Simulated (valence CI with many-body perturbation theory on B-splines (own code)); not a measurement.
The numbers below are computed, except where a source is named.
From CI to CI+MBPT in Zr XXXIV

Level of theory: relativistic CI+MBPT: five valence electrons over a frozen Dirac-Fock core [He], radial functions for each j: 9 s, 9 p, 8 d, 6 f, 3 g, 1 h, with the one-electron correlation potential Σ1 (screened to all orders), the two-electron term Σ2, the three-electron term Σ3, Breit, model QED; selected single and double excitations, second order for the rest (own B-spline code, finite nucleus).

The last digits are not significant, and no measured levels were compared; by estimate large intervals hold to a few tenths of a per cent, small ones and those within an open d or f shell to about a per cent. Among the levels kept, up to 1500 cm⁻¹ of a level comes from second order outside the variational space, and about a tenth of that is noise between levels of different J, which matters for small intervals.

Each rung adds one term. CI alone is the Dirac-Coulomb CI over the frozen core; QED comes last and gives the full result, which names the levels. Energies are above (2s^2 2p1/2^2 2p3/2) J=3/2 on the same rung, in Ry.

Levels are named by their leading jj configuration (3d3/2^4 stands for four electrons in 3d with j = 3/2), which in mixed levels can hold well under half, so a name can repeat and another be missing. Letters in brackets count levels of one name in rising energy.

```
                             Level  CI alone    + Σ1    + Σ2    + Σ3  + Breit    Full
        (2s^2 2p1/2 2p3/2^2) J=3/2      5.84    5.85    5.85    5.85     5.74    5.75
        (2s^2 2p1/2 2p3/2^2) J=5/2      7.05    7.05    7.05    7.05     6.83    6.84
        (2s^2 2p1/2 2p3/2^2) J=1/2      8.35    8.36    8.36    8.36     8.27    8.28
              (2s^2 2p3/2^3) J=3/2     14.25   14.25   14.26   14.26    14.00   14.03
        (2s 2p1/2^2 2p3/2^2) J=5/2     16.58   16.57   16.56   16.55    16.51   16.38
        (2s 2p1/2^2 2p3/2^2) J=1/2     19.60   19.59   19.57   19.57    19.60   19.47
        (2s 2p1/2^2 2p3/2^2) J=3/2     19.68   19.67   19.65   19.64    19.62   19.49
      (2s 2p1/2 2p3/2^3) J=3/2 [a]     23.88   23.87   23.85   23.85    23.76   23.63
          (2s 2p1/2 2p3/2^3) J=5/2     25.49   25.48   25.47   25.46    25.27   25.14
          (2s 2p1/2 2p3/2^3) J=1/2     27.01   27.00   26.98   26.97    26.88   26.76
      (2s 2p1/2 2p3/2^3) J=3/2 [b]     27.94   27.93   27.91   27.89    27.74   27.61
                (2s 2p3/2^4) J=1/2     34.16   34.15   34.13   34.12    33.91   33.80
           (2p1/2^2 2p3/2^3) J=3/2     39.78   39.75   39.71   39.69    39.71   39.44
             (2p1/2 2p3/2^4) J=1/2     46.59   46.57   46.53   46.51    46.40   46.14
           (2s^2 2p1/2^2 3s) J=1/2    175.11  175.13  175.13  175.12   175.02  175.05
        (2s^2 2p1/2^2 3p1/2) J=1/2    178.34  178.36  178.36  178.35   178.30  178.29
        (2s^2 2p1/2^2 3p3/2) J=3/2    180.72  180.74  180.74  180.73   180.62  180.62
   (2s^2 2p1/2 2p3/2 3s) J=3/2 [a]    181.09  181.11  181.11  181.10   180.86  180.91
       (2s^2 2p1/2 2p3/2 3s) J=1/2    181.47  181.50  181.50  181.49   181.24  181.29
       (2s^2 2p1/2 2p3/2 3s) J=5/2    182.06  182.09  182.09  182.08   181.74  181.79
   (2s^2 2p1/2 2p3/2 3s) J=3/2 [b]    182.34  182.37  182.37  182.36   182.03  182.08
        (2s^2 2p1/2^2 3d3/2) J=3/2    184.13  184.15  184.16  184.15   184.03  184.02
    (2s^2 2p1/2 2p3/2 3p1/2) J=1/2    184.30  184.32  184.32  184.31   184.11  184.12
(2s^2 2p1/2 2p3/2 3p1/2) J=3/2 [a]    184.66  184.68  184.68  184.67   184.45  184.45
        (2s^2 2p1/2^2 3d5/2) J=5/2    185.12  185.14  185.15  185.14   184.99  184.99
    (2s^2 2p1/2 2p3/2 3p1/2) J=5/2    185.38  185.40  185.40  185.39   185.09  185.09
(2s^2 2p1/2 2p3/2 3p3/2) J=5/2 [a]    186.35  186.37  186.37  186.36   186.11  186.12
(2s^2 2p1/2 2p3/2 3p1/2) J=3/2 [b]    186.44  186.46  186.46  186.45   186.20  186.20
(2s^2 2p1/2 2p3/2 3p3/2) J=1/2 [a]    186.59  186.61  186.61  186.60   186.34  186.35
(2s^2 2p1/2 2p3/2 3p3/2) J=3/2 [a]    186.95  186.97  186.97  186.96   186.68  186.70
    (2s^2 2p1/2 2p3/2 3p3/2) J=7/2    187.37  187.39  187.39  187.38   187.03  187.04
```

Problem. How does the ionisation energy move along the ladder, and which term matters most?

Solution. CI alone 4297.9, + Σ1 4298.2, + Σ2 4298.3, + Σ3 4298.2, + Breit 4296.1, + QED 4296.1 eV. The largest step is Breit, -2.0 eV. NIST lists 4300 ± 30 eV (semi-empirical).
